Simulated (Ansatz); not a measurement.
Cost and result for the atomization energy of C$_{5}$H$_{10}$CuN$_{3}$, SMILES `Cn1ccn(C)[c+]1[Cu-][NH2]` (19 atoms, 19 bonds).

```tsv
atom	x (Å)	y (Å)	z (Å)
C1	-0.503	1.264	-2.058
N2	-0.334	0.044	-1.304
C3	-0.491	-1.220	-1.818
C4	-0.247	-2.078	-0.804
N5	0.050	-1.309	0.295
C6	0.374	-1.832	1.601
C7	0.002	0.011	0.006
Cu8	0.323	1.484	1.145
N9	0.601	3.011	2.110
H10	-1.521	1.334	-2.447
H11	0.205	1.301	-2.888
H12	-0.315	2.101	-1.387
H13	-0.758	-1.403	-2.845
H14	-0.261	-3.155	-0.776
H15	0.560	-0.985	2.260
H16	1.269	-2.456	1.550
H17	-0.457	-2.422	1.993
H18	1.535	3.140	2.481
H19	-0.031	3.168	2.887
```

Total charge 0; spin multiplicity 1. For Cu the d shell is correlated and the shells below it are frozen. Scalar relativity is left out up to krypton. The geometry is a stationary point of PBE0-D4/def2-TZVP. It is one conformer, not always the lowest. Program: Ansatz. All runs use 4 threads of an AMD EPYC 7R13 on a shared host and a share of an NVIDIA H100 80 GB. Times are those of one run each, without the atoms' runs, and a repeat can differ threefold. Electronic energies, without spin–orbit coupling; frozen cores. CCSD(T)/CBS adds CCSD(T) − MP2 in def2-TZVPP to the MP2 limit, and its time is that of the two runs behind it. T1 = 0.020. With those shells the extrapolation isn't a true limit. HSE06 is the plane-wave form, built on full-range PBE exchange.

CCSD(T)/CBS is a level of theory with its own doubt, some kJ/mol a heavy atom from the limit and from the frozen cores, so smaller differences don't rank the functionals.

```tsv
level	functions	wall time	atomization (kcal/mol)	difference from CCSD(T)/CBS	per bond
LDA (SPW92)/def2-TZVPP	452	3 s	2123.9	316.4	16.7
revPBE-D4/def2-TZVPP	452	3.8 s	1829.2	21.7	1.1
PBE0-D4/def2-TZVPP	452	4.1 s	1828.3	20.8	1.1
BHLYP-D4/def2-TZVPP	452	4.3 s	1740.9	-66.6	-3.5
HSE06-D4/def2-TZVPP	452	4.3 s	1829.5	22.0	1.2
PBE-D4/def2-TZVPP (with forces)	452	4.4 s	1881.5	74.0	3.9
CAM-B3LYP-D4/def2-TZVPP	452	4.8 s	1824.2	16.7	0.9
CCSD(T)/def2-SVP	193	7.5 s	1712.1	-95.4	-5.0
r2SCANh-D4/def2-TZVPP	452	7.5 s	1802.6	-4.9	-0.3
B2PLYP/def2-TZVPP	452	9.5 s	1796.3	-11.2	-0.6
MP2/def2-QZVPP	856	16 s	1832.8	25.3	1.3
CCSD(T)/def2-TZVPP	452	110 s	1754.2	-53.3	-2.8
CCSD(T)/CBS(def2)	–	2.1 min	1807.5	0.0	0.0
```

From PBE to PBE0 (25 % exact exchange), in def2-TZVPP and without D4, the atomization energy moves by −51.4 kcal/mol: exact exchange takes away binding that semilocal exchange gives to molecules. At CCSD(T), def2-SVP lies −95.4 kcal/mol from the extrapolated value and def2-TZVPP −53.3 kcal/mol: correlation converges slowly with the basis, and small sets miss more of it in the bonded molecule than in its fragments. The D4 term adds +19.3 kcal/mol with B3LYP and +10.4 kcal/mol with PBE0; it sums over pairs of atoms, weighted by their polarisabilities, and B3LYP, whose exchange is more repulsive, gets the larger term.

B3LYP here is the variant with VWN-RPA as its local correlation; programs differ in this.
